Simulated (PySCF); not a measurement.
# Spinor energies of Os³⁺ (osmium, charge +3)

Start: [Xe] 4f14 5d4 6s1; 5d5/2 filled at m_j = -1/2, +1/2, +3/2, +5/2; 6s1/2 filled at m_j = +1/2. Calculated with PySCF 2.14 in x2c-TZVPall-2c: generalised Hartree-Fock with the X2C-1e Hamiltonian and a Gaussian nucleus; spin-orbit coupling (SO) screened by Boettger's factors. This is a chosen level, not necessarily the ground level.

| spinor shell | electrons | ε, screened SO (eV) | weight of nominal j (screened SO) | rms radius, screened SO (bohr) |
| --- | --- | --- | --- | --- |
| 1s1/2 | 2 | -74290.1 | 1.000 | 0.0201 |
| 2s1/2 | 2 | -13110.5 | 1.000 | 0.0809 |
| 2p1/2 | 2 | -12531.4 | 1.000 | 0.0687 |
| 2p3/2 | 4 | -10994.6 | 1.000 | 0.0764 |
| 3s1/2 | 2 | -3142.4 | 1.000 | 0.207 |
| 3p1/2 | 2 | -2884.0 | 1.000 | 0.198 |
| 3p3/2 | 4 | -2543.4 | 1.000 | 0.214 |
| 3d3/2 | 4 | -2115.7 | 1.000 | 0.188 |
| 3d5/2 | 6 | -2042.4 | 1.000 | 0.193 |
| 4s1/2 | 2 | -725.10 | 1.000 | 0.459 |
| 4p1/2 | 2 | -615.43 | 1.000 | 0.466 |
| 4p3/2 | 4 | -534.48 | 1.000 | 0.499 |
| 4d3/2 | 4 | -354.17 | 0.999 | 0.519 |
| 4d5/2 | 6 | -338.67 | 0.999 | 0.531 |
| 5s1/2 | 2 | -142.70 | 1.000 | 1.07 |
| 4f5/2 | 6 | -107.98 | 0.973 | 0.617 |
| 5p1/2 | 2 | -106.41 | 0.913 | 1.16 |
| 4f7/2 | 8 | -105.10 | 0.988 | 0.609 |
| 5p3/2 | 4 | -91.763 | 0.973 | 1.26 |
| 5d5/2 | 4 | -45.962 | 0.565 | 1.67 |
| 6s1/2 | 1 | -35.282 | 0.998 | 2.74 |

| quantity | screened SO |
| --- | --- |
| E (hartree) | -17261.71433 |
| M_J | 9/2 |
| ⟨J²⟩ | 24.791 |
| ⟨L²⟩ | 6.875 |
| ⟨S²⟩ | 8.339 |

Each row is a mean over spinors that exchange with the open shell spreads, by up to 8.666 eV (5p3/2).

Rows whose weight is well below 1 are mixtures of j = l ± 1/2: exchange outweighs spin-orbit coupling there, and the label is only the starting occupation.

Breit and QED terms are absent; they matter most for the inner s and p1/2 levels.

Densities and radii are taken from the X2C orbitals without a picture-change correction, which distorts them close to the nucleus.
